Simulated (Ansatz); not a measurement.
Two isomers of C3H11BSi: A = `B[Si](C)(C)C`, B = `BCC(C)[SiH3]`.

Calculated with Ansatz (gas phase, PBE0-D4/def2-TZVP geometries, no zero-point term in ΔE). CCSD(T)/CBS is the MP2 limit (def2-TZVPP, def2-QZVPP) plus CCSD(T) − MP2 in def2-TZVPP, frozen cores. DFT in def2-TZVPP. B3LYP here is the variant with VWN-RPA as its local correlation; programs differ in this. Each species was taken in one conformer, which may not be the lowest.

Q: Which is lower in electronic energy at CCSD(T)/CBS, and by how much? (Estimate.)

A: Computed: A, by 16.3 kcal/mol.

Q: Give E(B) − E(A) in kcal/mol with PBE-D4, PBE0-D4, CCSD/def2-TZVPP, CCSD(T)/def2-SVP, HF/def2-TZVPP, B3LYP-D4, r2SCAN-D4. (Estimate.)

A: Ansatz gave: PBE-D4 17.1, PBE0-D4 16.9, CCSD/def2-TZVPP 15.8, CCSD(T)/def2-SVP 9.0, HF/def2-TZVPP 14.9, B3LYP-D4 16.2, r2SCAN-D4 17.7. None reverses the order clearly.

Q: Does the order hold for the free energy at 298.15 K (harmonic terms from PBE0-D4)? (Best estimate.)

A: Ansatz gave: Yes: G(B) − G(A) = +15.8 kcal/mol, for one conformer each.

Largest T1 diagnostic: 0.010.

Leaving LDA and LC-ωPBE aside and taking each functional with its dispersion term where it has one, the values, not all of them listed here, spread over 2.4 kcal/mol, from CAM-B3LYP-D4 to r2SCAN-D4. LDA lies −4.1 kcal/mol from PBE without D4. From BLYP to BHLYP (50 % exact exchange), in def2-TZVPP and without D4, E(B) − E(A) moves by −1.3 kcal/mol.
